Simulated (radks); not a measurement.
Values are calculated unless marked as measured or tabulated.
Cr10+, 14 electrons, occupied as [Ne] 3s2 3p2. Code: a radial shooting solver on a logarithmic mesh with Libxc functionals. Model: non-relativistic Kohn-Sham, PBE, spin-polarised, spherical densities, point nucleus; open shells are filled with parallel spins first.

Unscreened Slater integrals over Kohn-Sham orbitals (eV). They are taken over the spin-up orbitals.

integral    value
F0(3p,3p)  30.831
F2(3p,3p)  15.724
F0(3p,3s)  30.815
G1(3p,3s)  20.474
F0(3p,2p)  41.121
F2(3p,2p)  9.3471
G0(3p,2p)  3.7830
G2(3p,2p)  4.0144
F0(3p,2s)  40.131
G1(3p,2s)  2.9379
F0(3s,3s)  30.843
F0(3s,2p)  40.552
G1(3s,2p)  3.8293
F0(3s,2s)  39.832
G0(3s,2s)  3.0437
F0(2p,2p)  96.060
F2(2p,2p)  45.287
F0(2p,2s)  88.558
G1(2p,2s)  51.194
F0(2s,2s)  83.701

Derived for the open shells (J is the average intra-shell exchange parameter used in DFT+U). 3p: J = F2/5 = 3.145 eV; in LS coupling 1D lies 6 F2/25 = 3.774 eV above 3P.
